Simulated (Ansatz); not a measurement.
Geometry optimisation, UKS BHLYP/def2-mTZVP (Ansatz).

The input (input.yaml):

```yaml
crystal:
  periodic: [false, false, false]
  atoms:
    - { symbol: B, position_ang: [0.0, 0.0, 0.0] }
    - { symbol: H, position_ang: [0.0, 0.0, 1.44] }
    - { symbol: "N", position_ang: [1.3423, 0.0, -0.775] }
    - { symbol: H, position_ang: [1.8089, -0.9179, -1.0268] }
    - { symbol: H, position_ang: [1.7937, 0.9179, -1.0532] }
    - { symbol: "N", position_ang: [-1.3423, 0.0, -0.775] }
    - { symbol: H, position_ang: [-2.0112, -0.8164, -0.6764] }
    - { symbol: H, position_ang: [-1.5914, 0.8164, -1.4036] }
    - { symbol: O, position_ang: [0.0, 0.0, 2.75] }
    - { symbol: H, position_ang: [-0.5144, -0.8011, 3.0871] }
magnetization:
  spin_polarized: true
  initial_magnetization: 1
basis:
  gaussian: { orbitals: def2-mTZVP }
hamiltonian:
  xc: { name: BHLYP }
relax:
  f_tol: 0.15
  max_steps: 25
  restrain:
    - { distance: [1, 8], at: 1.01, k: 30.0 }
    - { distance: [0, 1], at: 2.39, k: 30.0 }
```

Command:

```bash
$ ansatz run input.yaml --threads 4 --pin off --max-ram 5120MiB --backend cpu --events-out ev --progress --plain --runs-dir out
```

Question: Where does it end, and by what steps?

Answer: It converged. The restraints hold the end off the free minimum. After 23 steps the energy has fallen by 3.331 eV (the restraints' own energy left out); H4 moved furthest, 1.28 Å. Joined: H2–O9 (1.31 → 0.98 Å).

```csv
step,energy less start (eV),largest force component (eV/Å),accepted
0,0.0000,3.490,yes
1,-1.1765,3.506,yes
2,-1.8649,3.877,yes
3,-2.5512,2.070,yes
4,-2.9602,1.184,yes
5,-2.9905,2.955,yes
6,-3.2308,1.131,yes
7,-3.2432,1.058,yes
8,-3.2555,0.907,yes
9,-3.2612,0.883,yes
10,-3.1862,2.384,no
11,-3.2818,0.877,yes
12,-3.2735,1.428,yes
13,-3.3082,0.862,yes
14,-3.2710,1.222,no
15,-3.3045,1.189,yes
16,-3.2983,1.454,no
17,-3.3182,0.865,yes
18,-3.3224,0.853,yes
19,-3.3256,0.849,yes
20,-3.3272,0.855,yes
21,-3.3283,0.826,yes
22,-3.2459,2.187,no
23,-3.3309,0.823,yes
```

```xyz
10
Properties=species:S:1:pos:R:3
B -0.170 0.026 -0.326
H -0.057 -0.205 2.050
N 1.154 0.073 -0.747
H 1.923 -0.022 -0.117
H 1.440 0.233 -1.696
N -1.335 0.145 -1.077
H -2.245 0.125 -0.668
H -1.354 0.297 -2.070
O 0.213 -0.299 2.988
H -0.082 -1.175 3.231
```

Run time: 36 s on 4 threads of Arm Neoverse V2, with other jobs on the host, peak memory 0.23 GiB.
